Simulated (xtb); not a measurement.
C2H6N (SMILES [CH2]NC), doublet, from a rough starting geometry; xtb 6.7.1 with GFN2-xTB.

xtb was given this input:
```
$ xtb mol.xyz --gfn 2 --uhf 1 --opt vtight --json

# file mol.xyz
9

C      0.04498086    -0.24105141     1.32312810
N     -0.00993403     0.68406933     0.16951227
C     -0.00121282    -0.15904182    -1.03859565
H      0.12922802     0.48656005     2.22925404
H     -0.90138338    -0.71558003     1.38886060
H      0.89823561     1.22851071     0.08610139
H      0.82461947    -0.92158173    -1.14175194
H      0.11499070     0.42147885    -1.91600488
H     -0.93355744    -0.74119067    -1.13249542
```

Q: What does xtb print? Leave out banner, timings and long lists.

A: 
```
   ID    Z sym.   atoms
    1    6 C      1, 3
    2    7 N      2
    3    1 H      4-9

           -------------------------------------------------
          |                Calculation Setup                |
           -------------------------------------------------

           -------------------------------------------------
          |                 G F N 2 - x T B                 |
           -------------------------------------------------

          ...................................................
          :                      SETUP                      :
          :.................................................:
          :  # basis functions                  18          :
          :  # atomic orbitals                  18          :
          :  # shells                           12          :
          :  # electrons                        19          :
          :  max. iterations                   250          :
          :  Hamiltonian                  GFN2-xTB          :
          :  restarted?                      false          :
          :  GBSA solvation                  false          :
          :  PC potential                    false          :
          :  electronic temp.          300.0000000     K    :
          :  accuracy                    1.0000000          :
          :  -> integral cutoff          0.2500000E+02      :
          :  -> integral neglect         0.1000000E-07      :
          :  -> SCF convergence          0.1000000E-05 Eh   :
          :  -> wf. convergence          0.1000000E-03 e    :
          :  Broyden damping             0.4000000          :
          :  net charge                          0          :
          :  unpaired electrons                  1          :
          ...................................................

 iter      E             dE          RMSdq      gap      omega  full diag
   1    -10.2121568 -0.102122E+02  0.291E+00    9.31       0.0  T
   2    -10.2441835 -0.320267E-01  0.232E+00    8.76       1.0  T
   3    -10.2550429 -0.108594E-01  0.128E+00    9.12       1.0  T
   4    -10.2552698 -0.226892E-03  0.371E-01    9.08       1.0  T
   5    -10.2553261 -0.563239E-04  0.768E-02    9.06       1.0  T
   6    -10.2553294 -0.323891E-05  0.278E-02    9.08       1.2  T
   7    -10.2553341 -0.468951E-05  0.524E-03    9.08       6.4  T
   8    -10.2553341 -0.240118E-07  0.183E-03    9.08      18.2  T
   9    -10.2553341 -0.230143E-07  0.463E-04    9.08      71.9  T
[...]
 * total energy  :   -10.1448844 Eh     change       -0.2814460E-10 Eh
 * total energy  :   -10.1671672 Eh     change       -0.2228285E-01 Eh
 * total energy  :   -10.1715637 Eh     change       -0.4396440E-02 Eh
 * total energy  :   -10.1723805 Eh     change       -0.8167957E-03 Eh
 * total energy  :   -10.1726161 Eh     change       -0.2355951E-03 Eh
 * total energy  :   -10.1727007 Eh     change       -0.8462432E-04 Eh
 * total energy  :   -10.1727308 Eh     change       -0.3008694E-04 Eh
 * total energy  :   -10.1727502 Eh     change       -0.1947731E-04 Eh
 * total energy  :   -10.1727533 Eh     change       -0.3062828E-05 Eh
 * total energy  :   -10.1727542 Eh     change       -0.9182092E-06 Eh
 * total energy  :   -10.1727545 Eh     change       -0.2314407E-06 Eh
 * total energy  :   -10.1727545 Eh     change       -0.4835479E-07 Eh
   *** GEOMETRY OPTIMIZATION CONVERGED AFTER 12 ITERATIONS ***
         :: total energy             -10.172754503427 Eh    ::
[...]
     2   7 N        2.677    -0.153    24.320     7.324
     3   6 C        3.691    -0.036    21.400     6.620
     4   1 H        0.926     0.012     2.864     2.646
     5   1 H        0.926     0.016     2.796     2.615
     6   1 H        0.860     0.147     1.420     1.867
     7   1 H        0.923     0.033     2.548     2.496
     8   1 H        0.925     0.042     2.429     2.437
     9   1 H        0.925     0.055     2.259     2.350

 Mol. C6AA /au·bohr⁶  :        590.110748
 Mol. C8AA /au·bohr⁸  :      12056.050863
 Mol. α(0) /au        :         37.458482

Wiberg/Mayer (AO) data.
largest (>0.10) Wiberg bond orders for each atom

 ---------------------------------------------------------------------------
     #   Z sym  total        # sym  WBO       # sym  WBO       # sym  WBO
 ---------------------------------------------------------------------------
     1   6 C    3.351 --     2 N    1.342     4 H    0.983     5 H    0.982
     2   7 N    3.337 --     1 C    1.342     3 C    1.024     6 H    0.952
     3   6 C    3.982 --     2 N    1.024     8 H    0.983     9 H    0.981
                             7 H    0.971
     4   1 H    1.000 --     1 C    0.983
     5   1 H    1.000 --     1 C    0.982
     6   1 H    0.978 --     2 N    0.952
     7   1 H    0.999 --     3 C    0.971
     8   1 H    0.998 --     3 C    0.983
     9   1 H    0.997 --     3 C    0.981
 ---------------------------------------------------------------------------

Topologies differ in total number of bonds
Writing topology from bond orders to xtbtopo.mol

molecular dipole:
                 x           y           z       tot (Debye)
 q only:        0.171       0.085      -0.465
   full:        0.264       0.125      -0.490       1.451
molecular quadrupole (traceless):
                xx          xy          yy          xz          yz          zz
 q only:        0.138       0.943       0.298       0.180       0.295      -0.436
  q+dip:        0.828       2.072       0.275      -0.209       0.605      -1.103
   full:        0.586       1.966       0.169      -0.219       0.682      -0.756

optimized geometry written to: xtbopt.xyz

           -------------------------------------------------
          | TOTAL ENERGY              -10.172754503427 Eh   |
          | GRADIENT NORM               0.000069429902 Eh/α |
          | HOMO-LUMO GAP               8.279160838724 eV   |
           -------------------------------------------------

normal termination of xtb
```
